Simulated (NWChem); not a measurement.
# MgH$_{2}$S$_{2}$; SMILES [SH][Mg][SH]

```xyz
5

Mg     0.0208     0.0002    -0.0056
S      0.0498     2.3074    -0.0273
H     -0.9277     2.4038     0.9037
S      0.0490    -2.3070     0.0328
H     -0.9024    -2.4111    -0.9239
```
Atoms are numbered in this order, from 1.

Computed with NWChem. Pople sets run with spherical d functions. Geometry: optimised at PBE0/def2-SVP.

**Question.** Among these, which level gives the highest value of “highest occupied level (eV)”?
(A) Hartree-Fock/6-31G*
(B) Hartree-Fock/3-21G
(C) Hartree-Fock/STO-3G
(D) Hartree-Fock/6-31+G*

**Answer.** C, Hartree-Fock/STO-3G. Values: Hartree-Fock/3-21G -10.18; Hartree-Fock/6-31+G* -10.01; Hartree-Fock/6-31G* -9.96; Hartree-Fock/STO-3G -5.70
